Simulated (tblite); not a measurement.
C₆H₈NO (doublet state).
Cartesian coordinates in Å at the GFN2-xTB level; atoms count from 1:
```
atom  x, y, z in Å
N1     2.0913    0.3196    0.8161
C2     1.1049   -0.6022    0.8039
O3     1.1795   -1.6727    1.3560
C4    -0.1171   -0.1654    0.0253
C5    -0.6973   -0.9312   -1.1792
C6    -1.5802    0.2869   -0.8724
C7    -0.3244    1.1624   -0.7164
C8    -1.5326   -0.0541    0.6240
H9     2.9444    0.1151    1.3104
H10    1.9989    1.2021    0.3457
H11   -1.1090   -1.9143   -0.9814
H12   -0.1127   -0.9072   -2.0938
H13   -0.4243    2.0598   -0.1117
H14    0.2701    1.3305   -1.6105
H15   -1.6976    0.7570    1.3270
H16   -2.0015   -0.9772    0.9456
```

Computed with GFN2-xTB (tblite): harmonic, unscaled wavenumbers at the GFN2-xTB geometry, gas phase. The method is semi-empirical: single wavenumbers can be off by several per cent or more. One conformer, not necessarily the lowest. Open shells enter through the occupations alone, without spin polarisation, and single modes of such species can be off by tens of per cent.

Harmonic wavenumbers (cm⁻¹): 26.6, 173.7, 180.2, 319.7, 368.4, 435.1, 511.5, 551.6, 553.0, 620.5, 673.3, 805.7, 809.3, 844.3, 920.0, 946.8, 966.4, 1026.9, 1044.8, 1045.4, 1082.7, 1083.4, 1094.2, 1096.5, 1161.1, 1167.4, 1180.6, 1224.5, 1286.7, 1439.3, 1473.6, 1474.3, 1516.3, 1772.1, 3015.9, 3017.6, 3028.4, 3030.8, 3050.1, 3055.0, 3462.6, 3538.5.

A = 4004, B = 1813, C = 1567 MHz; mass 110.061 u (most abundant isotopes); point group Cs, symmetry number 1; spin multiplicity 2.

Task: What is the zero-point energy?

Result: ½Σν̃ = 28037 cm⁻¹ = 335.40 kJ/mol.

Task: Give the ideal-gas entropy at 400 K and 1 bar in the rigid-rotor, harmonic-oscillator model (classical rotation).

Result: Translation 173.59, rotation 119.72, vibration 109.27, spin (R ln 2) 5.76: S = 408.3 J/(mol K).

Task: And Cp and H(400 K) − H(0)?

Result: Cp = 166.52 J/(mol K), of which vibrations give 133.26 (their classical limit is 42 R = 349.2); H(400 K) − H(0) = 37.04 kJ/mol without the zero-point energy, 23.74 from vibrations.

Task: Blend soft modes into free rotors: weight 1/[1 + (100 cm⁻¹/ν̃)⁴] for the oscillator and the rest for a rotor with moment μB/(μ + B), μ = h/(8π²ν), B = 10⁻⁴⁴ kg m². What vibrational entropy results?

Result: 99.93 J/(mol K) in place of 109.27, which changes −T·S at 400 K by +3.74 kJ/mol.

Task: Which modes carry the vibrational entropy at 400 K?

Result: 26.6 cm⁻¹: 27.83; 173.7 cm⁻¹: 12.36; 180.2 cm⁻¹: 12.06; 319.7 cm⁻¹: 7.60; 368.4 cm⁻¹: 6.56; 435.1 cm⁻¹: 5.39 J/(mol K); the other 36 give 37.48 together.

Task: What must be added to the electronic energy to get the Gibbs energy at 400 K and 1 bar?

Result: ZPE + [H(400 K) − H(0)] − T·S = 335.40 + 37.04 − 163.34 = 209.10 kJ/mol.

Task: How do the functions run with temperature in this model?

Result: 
| T (K) | S (J/(mol K)) | Cp (J/(mol K)) | H − H(0) (kJ/mol) | G − H(0) (kJ/mol) | ln q(vib) |
| --- | --- | --- | --- | --- | --- |
| 150 | 300.6 | 70.5 | 7.60 | -37.49 | 2.01 |
| 250 | 344.8 | 107.3 | 16.41 | -69.79 | 3.49 |
| 298.15 | 365.4 | 126.9 | 22.05 | -86.89 | 4.26 |
| 600 | 487.8 | 224.9 | 76.61 | -216.05 | 9.72 |
| 900 | 589.8 | 277.1 | 152.65 | -378.20 | 15.33 |

q(vib) and H(0) count from the zero-point level.

Hindered rotation and anharmonicity are outside this model. Other conformers, if any are populated, would add a mixing term that is left out.
